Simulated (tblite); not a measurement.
Compound: C5H8Si (charge -1 and doublet state).
Atom-mapped SMILES: `[CH3:1][Si@@H:2]1[CH:3]=[CH:4][CH:5][CH-:6]1` (hydrogens: H7, H8, H9 on C1; H10 on Si2; H11 on C3; H12 on C4; H13 on C5; H14 on C6)

Structure optimised with GFN2-xTB, isolated species. This method treats the open shell by occupation alone, without spin polarisation.

Q: Give the optimised bond lengths and angles.

A: 
```
               bond  length (pm)
             C1–Si2        192.9
     Si2–C3, Si2–C6        184.2
       C3=C4, C5–C6        138.5
              C4–C5        140.3
C1–H7, C1–H8, C1–H9        108.8
            Si2–H10        153.6
     C3–H11, C6–H14        108.4
     C4–H12, C5–H13        109.0
```

Bonds in one row agree within 1 pm and their mean is given. A selection of angles:
```
     angle  degrees
 Si2–C1–H7    112.9
 Si2–C1–H8    110.5
  H7–C1–H8    107.7
 C1–Si2–C3    119.5
C1–Si2–H10     97.9
 C3–Si2–C6     90.1
C3–Si2–H10    115.6
 Si2–C3–C4    109.2
Si2–C3–H11    129.6
 C4–C3–H11    121.2
  C3–C4–C5    115.7
 C3–C4–H12    122.9
 C5–C4–H12    121.3
```

Torsions: C1–Si2–C3–C4 -128° (anticlinal); Si2–C3–C4–C5 3° (synperiplanar); C3–C4–C5–C6 0° (synperiplanar); C4–C5–C6–Si2 -3° (synperiplanar); C1–Si2–C6–C5 128° (anticlinal).

C3 (carbon bonded to C, Si and H) is planar (angles 129.6°, 121.2° and 109.2°, sum 359.9°, 0.02 Å off the plane of its three neighbours). The C–Si distances run from 1.841 Å (Si2–C3, drawn single) to 1.929 Å (C1–Si2, drawn single), a spread of 0.088 Å. C4 (carbon bonded to 2 C and H) is planar (angles 122.9°, 121.3° and 115.7°, sum 360.0°, 0.01 Å off the plane of its three neighbours). The 5-membered ring Si2–C3–C4–C5–C6 has internal angles of 90.1° to 115.7° (sum 540°, against 540° for a flat polygon); it is almost planar, 0.02 Å rms from its mean plane, widest ring torsion 4°. Si2 (silicon bonded to 3 C and H) has angles from 90.1° to 119.6°.

Point group: Cs (every atom within 0.08 Å of its image). Its GFN2-xTB frequencies are all real (lowest 98 cm⁻¹). Whether the extra electron is bound in the gas phase wasn't checked; a finite basis holds it in any case. 2 starts were optimised and ended at 0.00 and 0.02 kcal/mol (GFN2-xTB); the lowest of these is shown.

On an Intel Xeon at 2.50 GHz with one thread, no GPU, shared host, this took 0.82 s. This is the geometry optimisation.

These are computed values.
